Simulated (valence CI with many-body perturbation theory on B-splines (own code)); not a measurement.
Values are calculated unless marked as measured or tabulated.
**Hf²²⁺: configurations and terms from energies and g**

Method: relativistic CI+MBPT: four valence electrons over a frozen Dirac-Fock core [Kr] 4d10, a basis of 7 s, 7 p, 7 d, 7 f, 4 g, 2 h functions for each j, with the one-electron correlation potential Σ1 (screened to all orders), the two-electron term Σ2, the three-electron term Σ3, Breit, model QED; selected single and double excitations, second order for the rest, scaled by the run's own slope (own B-spline code, finite nucleus).

No measured levels were compared; by estimate terms of the open shell hold to a few per cent of their energy, and close levels can change places.

```
No.  J  Parity  E (eV)      g
  1  4    even  0.0000  0.630
  2  5    even   1.345  0.907
  3  6    even   2.553  1.060
  4  7    even   3.594  1.146
  6  1    even   4.458  0.094
 13  6    even   6.047  0.876
```

Energies count from the lowest level. Strongly mixed levels and levels close to another of their J and parity, and those with J = 0 are left out, so the numbers can have gaps.

Give configuration and LS term of each level.

1: 4f4 5I; 2: 4f4 5I; 3: 4f4 5I; 4: 4f4 5I; 6: 4f4 5F; 13: 4f4 3K.
